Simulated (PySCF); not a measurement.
Molecule: 2-Fluoropyrimidine (SMILES C1=CC=NC(F)=N1).

Structure with atom numbers: `[F:1][c:2]1[n:3][cH:4][cH:5][cH:6][n:7]1`. Each H is labelled by its parent atom.

Spin–spin couplings on one PBE0-D3(BJ)/def2-SVP geometry, PySCF, gas phase, non-relativistic, equivalent pairs averaged (spin–dipole term only in couplings to heteroatoms); isotopes $^{19}$F, $^{13}$C, $^{1}$H, $^{15}$N; functional B3LYP.

Problem. How do the couplings (Hz) change with the basis set? Times are CPU seconds on shared hosts with different chips, so compare them loosely. Far from the basis limit: pcJ-0, 6-31G*, def2-TZVP, cc-pVTZ.

Solution. 
| basis set | functions | $^{1}J$(F1,C2) | $^{1}J$(C4,H(C4)) | $^{1}J$(C5,H(C5)) | $^{1}J$(C4,C5) | $^{1}J$(N3,C4) | $^{2}J$(F1,N3) | $^{2}J$(N3,H(C4)) | core-s |
| --- | --- | --- | --- | --- | --- | --- | --- | --- | --- |
| pcJ-0 | 100 | -385.9 | 172.3 | 164.0 | 42.7 | 6.9 | -19.8 | -11.2 | 8.9 |
| 6-31G* | 104 | -164.9 | 181.4 | 167.2 | 73.7 | -9.4 | -42.8 | -9.9 | 12 |
| pcJ-1 | 219 | -287.8 | 190.7 | 178.6 | 58.5 | -0.8 | -51.5 | -13.3 | 24 |
| def2-TZVP | 235 | -309.7 | 181.1 | 169.5 | 57.7 | 0.3 | -55.1 | -13.6 | 30 |
| cc-pVTZ | 252 | -268.2 | 171.3 | 160.2 | 59.9 | -1.5 | -42.4 | -12.9 | 35 |

The Fermi-contact term samples the wavefunction at the nucleus, which is why sets with added tight s functions (names with J) are made for couplings.
